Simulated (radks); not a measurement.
Species: the technetium ion Tc35+. Configuration: 1s1 2s2 2p5 (not the ground configuration).

Method: non-relativistic Kohn-Sham, r2SCAN, spin-polarised, spherical densities, point nucleus; open shells are filled with parallel spins first (spin-orbit coupling, left out, can overturn this in heavy ions); meta-GGA in the generalised Kohn-Sham scheme; relativity is left out, which matters for an element this heavy; computed with a radial shooting solver on a logarithmic mesh with Libxc functionals.

Energy parts (Ry):
total: -4674.24407
kinetic: 4673.57832
electron-nucleus: -9744.99872
Hartree: 496.06944
exchange-correlation: -98.89311

Orbitals (lengths in bohr, moments of r in powers of bohr; r(max) is where P^2 peaks):
1s up: occ. 1; eigenvalue (Ry) -1702.691; r(max) 0.02330
1s down: occ. 0; eigenvalue (Ry) -1680.498; r(max) 0.02338
2s up: occ. 1; eigenvalue (Ry) -367.9202; r(max) 0.1267
2s down: occ. 1; eigenvalue (Ry) -365.7171; r(max) 0.1273
2p up: occ. 3; eigenvalue (Ry) -356.8568; r(max) 0.09855
2p down: occ. 2; eigenvalue (Ry) -354.3579; r(max) 0.09917
3s up: occ. 0; eigenvalue (Ry) -150.6476; r(max) 0.3332
3s down: occ. 0; eigenvalue (Ry) -149.9707; r(max) 0.3344
3p up: occ. 0; eigenvalue (Ry) -146.8216; r(max) 0.3118
3p down: occ. 0; eigenvalue (Ry) -146.0402; r(max) 0.3133
3d up: occ. 0; eigenvalue (Ry) -141.2568; r(max) 0.2395
3d down: occ. 0; eigenvalue (Ry) -140.7195; r(max) 0.2402

The highest occupied level is 2p down at -4821.3 eV. The configuration is held as typed, so some empty levels lie below it. Virial ratio -V/T = 2.00014. Spin moment in Bohr magnetons: 2. Summed over all electrons, <r^2> = 0.1474 bohr^2, which gives a Langevin (diamagnetic) susceptibility term of -0.117 x 10^-6 cm^3/mol. The density falls to 0.001 e/bohr^3 at r = 0.52 bohr. The electron density at the nucleus is 3.069e+04 e/bohr^3.
